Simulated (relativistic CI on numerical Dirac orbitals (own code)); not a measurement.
## Crystal-field levels of Rh3+, 4d6

Calculated by Dirac-Coulomb-Breit CI, separate exchange-only KLI orbitals for each configuration, model QED, valence Slater integrals scaled by 0.75, one configuration in a parametric crystal field (own radial code).

Field parameters in Wybourne normalisation: Oh B⁴₀ = 21Dq, B⁴₄ = √(5/14) B⁴₀. The field is a parameter set, without covalency.

S is read from ⟨S²⟩ = S(S + 1).

Site symmetry Oh; labels are those of the double group. Computed levels in cm⁻¹ above the lowest, in rising order:

```csv
Δ (size of 10Dq),Lowest,No. 2,No. 3,No. 4,No. 5,No. 6,No. 7,No. 8
6000,T2,422 E,560 T1,1008 A1,1494 T1,1656 T2,7121 E,7121 T2
10750,T2,333 E,503 T1,567 A1,1380 T1,1460 T2,2934 A1,6267 E
15550,A1,5874 E,6078 T2,6176 T1,6747 T2,6815 A1,7252 T1,8724 E
20350,A1,11675 E,11865 T2,12379 T1,13162 A1,15159 T2,15366 T1,15871 E
25100,A1,16468 E,16617 T2,17335 T1,18128 A1,21031 T1,21673 E,22408 T2
29900,A1,21230 E,21365 T2,22140 T1,22892 A1,25977 T1,26626 E,27426 T2
34700,A1,25988 E,26116 T2,26908 T1,27623 A1,30843 T1,31494 E,32277 T2
39500,A1,30752 E,30874 T2,31671 T1,32355 A1,35683 T1,36336 E,37100 T2
44250,A1,35471 E,35590 T2,36384 T1,37046 A1,40460 T1,41116 E,41862 T2
```

Ground-state S against |10Dq| in cm⁻¹: 6000: 1.99, 10750: 1.98, 15550: 0.23, 20350: 0.10, 25100: 0.06, 29900: 0.04, 34700: 0.03, 39500: 0.02, 44250: 0.02.

The spin changes between |10Dq| = 10750 and 15550 cm⁻¹.
